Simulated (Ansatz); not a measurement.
One geometry of Al₂Cu⁺, several levels of theory.

```yaml
crystal:
  periodic: [false, false, false]
  atoms:
    - {symbol: Al, position_ang: [-1.306918, 0.692403, -0.439204]}
    - {symbol: Al, position_ang: [1.429852, 0.535888, -0.220707]}
    - {symbol: Cu, position_ang: [-0.122933, -1.228292, 0.659911]}
basis:
  gaussian: {orbitals: def2-TZVP, initial_orbitals: start.molden}
total_charge: 1
hamiltonian: {xc: pbe, dispersion: d4}
scf: {omitted_lower_state_checks: [starts]}
output: {orbitals: {seedname: orbitals}}
```

The file start.molden holds the orbitals of an earlier run on this structure, at another level or in another basis.

```sh
$ ansatz run in.yaml --threads 2 --pin off --events-out ev --progress --plain --max-ram 4352MiB
```

It prints (some lines left out):

```
Functional definition: PBE
971 factors; their error is unknown
mean field evaluation 1: about -57814.1752 eV, gradient 1.1e1 eV
mean field evaluation 2: about -57814.3331 eV, gradient 8.0e-1 eV
mean field evaluation 4: about -57814.2997 eV, gradient 3.8e-2 eV
mean field -57814.29970726 eV, -2124.6363263018 hartree, gradient 2.1e-5 eV, S^2 0.000000; 0 other end points of the search recorded, 0 dependent functions left out
reference -57814.29974370 eV, -2124.6363276413 hartree; 27, 27 occupied and 92, 92 virtual orbitals, 971 factors
Total energy: -57814.39925144 eV, -2124.6399844831 hartree
Checks for a lower state left out: starts
```

Hardware: 2 threads of Arm Neoverse V2 on a shared host. Wall time 1.2 s.

First input, but with `hamiltonian: {xc: pbe0, dispersion: d4}` (abridged; 1.2 s):

```
Functional definition: PBE0
mean field -57814.88701848 eV, -2124.6579095912 hartree, gradient 1.5e-5 eV, S^2 0.000000
Total energy: -57814.97113575 eV, -2124.6610008439 hartree
Checks for a lower state left out: starts
```

Geometry: PBE0-D4/def2-TZVP.

The structure comes from a short search, and lower isomers may exist.
